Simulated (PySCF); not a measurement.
C₃H₃, neutral, multiplicity 2. Atoms are numbered in the order given.

```xyz
6

C     -0.8735    -0.1374     0.0000
C      0.4179     0.0129    -0.6539
C      0.4179     0.0129     0.6539
H     -1.7330     0.5313     0.0000
H      0.9797     0.0694    -1.5696
H      0.9797     0.0694     1.5696
```
Charge 0, spin multiplicity 2.

The structure is a stationary point at B3LYP-D3(BJ)/def2-TZVP.

Method: TDA-PBE/def2-SVPD run with PySCF.

Vertical excitations. The molecule is in vacuum.

Computed lowest excited states:
```
state    energy (eV)  λ (nm)      f                                main pairs
-------  -----------  ------  -----  ----------------------------------------
root 1          2.05     604  0.004                          α HOMO→LUMO 97 %
root 2          4.20     295  0.002                       α HOMO→LUMO+1 100 %
root 3          4.45     279  0.000                        α HOMO→LUMO+2 99 %
root 4          4.61     269  0.017                       α HOMO→LUMO+3 100 %
root 5          5.51     225  0.001                          β HOMO→LUMO 95 %
root 6          5.83     213  0.000    α HOMO−1→LUMO 53 %, β HOMO→LUMO+1 47 %
root 7          5.93     209  0.008                       α HOMO→LUMO+4 100 %
root 8          6.02     206  0.001  α HOMO−2→LUMO 46 %, β HOMO−1→LUMO+1 47 %
root 9          6.24     199  0.024                        β HOMO−1→LUMO 90 %
root 10         6.37     195  0.002    α HOMO−1→LUMO 45 %, β HOMO→LUMO+1 49 %
```
Unrestricted roots are not spin-pure.
